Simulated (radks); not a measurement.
The ytterbium ion Yb3+, configuration [Xe] 4f13 (the NIST ground configuration). All-electron calculation, scalar-relativistic Kohn-Sham, BLYP, spin-polarised, spherical densities, finite nucleus; open shells are filled with parallel spins first (spin-orbit coupling, left out, can overturn this in heavy ions); Fermi nuclear charge, rms radius 5.3108 fm. Program: a radial shooting solver on a logarithmic mesh with Libxc functionals.

Unscreened Slater integrals over Kohn-Sham orbitals (eV). They are taken over the spin-up orbitals.

F0(4f,4f): 34.832
F2(4f,4f): 16.342
F4(4f,4f): 10.212
F6(4f,4f): 7.3349
F0(4f,5p): 21.277
F2(4f,5p): 7.0934
G2(4f,5p): 3.6225
G4(4f,5p): 2.7963
F0(4f,5s): 24.113
G3(4f,5s): 4.3446
F0(5p,5p): 17.623
F2(5p,5p): 9.4898
F0(5p,5s): 18.926
G1(5p,5s): 12.590
F0(5s,5s): 20.657

Derived for the open shells (J is the average intra-shell exchange parameter used in DFT+U). 4f: F4/F2 = 0.625, F6/F2 = 0.449, J = (286 F2 + 195 F4 + 250 F6)/6435 = 1.321 eV.
